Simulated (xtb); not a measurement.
xtb input (GFN2-xTB):

```bash
xtb mol.xyz --gfn 2 --sp --chrg 1 --uhf 0
```
mol.xyz:
```
2

Pb    -0.00000000    -0.00000000    -0.42772181
Cl     0.00000000     0.00000000     2.06312872
```

End of the output:

```
         :::::::::::::::::::::::::::::::::::::::::::::::::::::
         ::                     SUMMARY                     ::
         :::::::::::::::::::::::::::::::::::::::::::::::::::::
         :: total energy              -6.452468587375 Eh    ::
         :: gradient norm              0.026477568474 Eh/a0 ::
         :: HOMO-LUMO gap              2.629721531546 eV    ::
         ::.................................................::
         :: SCC energy                -6.452804822129 Eh    ::
         :: -> isotropic ES            0.164822446632 Eh    ::
         :: -> anisotropic ES         -0.002521077456 Eh    ::
         :: -> anisotropic XC         -0.001585888569 Eh    ::
         :: -> dispersion             -0.000873519272 Eh    ::
         :: repulsion energy           0.000336234754 Eh    ::
         :: add. restraining           0.000000000000 Eh    ::
         :: total charge               1.000000000000 e     ::
         :::::::::::::::::::::::::::::::::::::::::::::::::::::

           -------------------------------------------------
          |                Property Printout                |
           -------------------------------------------------

    * Orbital Energies and Occupations

         #    Occupation            Energy/Eh            Energy/eV
      -------------------------------------------------------------
         1        2.0000           -1.2256041             -33.3504
         2        2.0000           -1.1041795             -30.0463
         3        2.0000           -0.6427131             -17.4891
         4        2.0000           -0.6267086             -17.0536
         5        2.0000           -0.6267086             -17.0536 (HOMO)
         6                         -0.5300681             -14.4239 (LUMO)
         7                         -0.5300681             -14.4239
         8                         -0.3695634             -10.0563
         9                         -0.1662472              -4.5238
        10                         -0.1662472              -4.5238
        11                         -0.1656201              -4.5068
        12                         -0.1656201              -4.5068
        13                         -0.1577476              -4.2925
      -------------------------------------------------------------
                  HL-Gap            0.0966405 Eh            2.6297 eV
Note: The following floating-point exceptions are signalling: IEEE_DENORMAL
normal termination of xtb
             Fermi-level           -0.5783883 Eh          -15.7387 eV

     #   Z          covCN         q      C6AA      α(0)
     1  82 Pb       0.842     1.086   507.987    49.897
     2  17 Cl       0.842    -0.086   101.756    15.432

 Mol. C6AA /au·bohr⁶  :       1045.084295
 Mol. C8AA /au·bohr⁸  :     120050.318755
 Mol. α(0) /au        :         65.328750

Wiberg/Mayer (AO) data.
largest (>0.10) Wiberg bond orders for each atom

 ---------------------------------------------------------------------------
     #   Z sym  total        # sym  WBO       # sym  WBO       # sym  WBO
 ---------------------------------------------------------------------------
     1  82 Pb   1.534 --     2 Cl   1.534
     2  17 Cl   1.534 --     1 Pb   1.534
 ---------------------------------------------------------------------------

Topologies differ in total number of bonds
Writing topology from bond orders to xtbtopo.mol

molecular dipole:
                 x           y           z       tot (Debye)
 q only:        0.000       0.000      -1.212
   full:        0.000       0.000      -1.244       3.163
molecular quadrupole (traceless):
                xx          xy          yy          xz          yz          zz
 q only:        0.297       0.000       0.297       0.000       0.000      -0.593
  q+dip:       -1.297       0.000      -1.297       0.000       0.000       2.594
   full:       -0.189      -0.000      -0.189      -0.000       0.000       0.379

           -------------------------------------------------
          | TOTAL ENERGY               -6.452468587375 Eh   |
          | GRADIENT NORM               0.026477568474 Eh/α |
          | HOMO-LUMO GAP               2.629721531546 eV   |
           -------------------------------------------------

------------------------------------------------------------------------
------------------------------------------------------------------------
 total:
 SCF:
```

This state (charge 1, singlet) is run at the relaxed geometry of the species with charge 0 and multiplicity 2.
